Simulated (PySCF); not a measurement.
These are B3LYP-D3(BJ)/def2-TZVP // M06-2X/def2-TZVP (PySCF) values and carry that method's errors. All species are isolated molecules in the gas phase. One relaxed conformer stands for a flexible species; it need not be the lowest. B3LYP has the VWN-RPA correlation part, as in Gaussian. Excitations are Tamm–Dancoff values on a coarser integration grid. The basis has no diffuse functions, so Rydberg states are missing or too high.

Reference species (SMILES): `C#CCO` (neutral, multiplicity 1).

```yaml
T1 excitation (TDA): 5.42 eV
S1 excitation (TDA): 6.27 eV
```

Changed species: `C=C=CO`.

Give the shifts of the T1 excitation (TDA) and S1 excitation (TDA).

the T1 excitation (TDA) falls by 1.36 eV, to 4.06 eV; the S1 excitation (TDA) falls by 1.83 eV, to 4.44 eV.
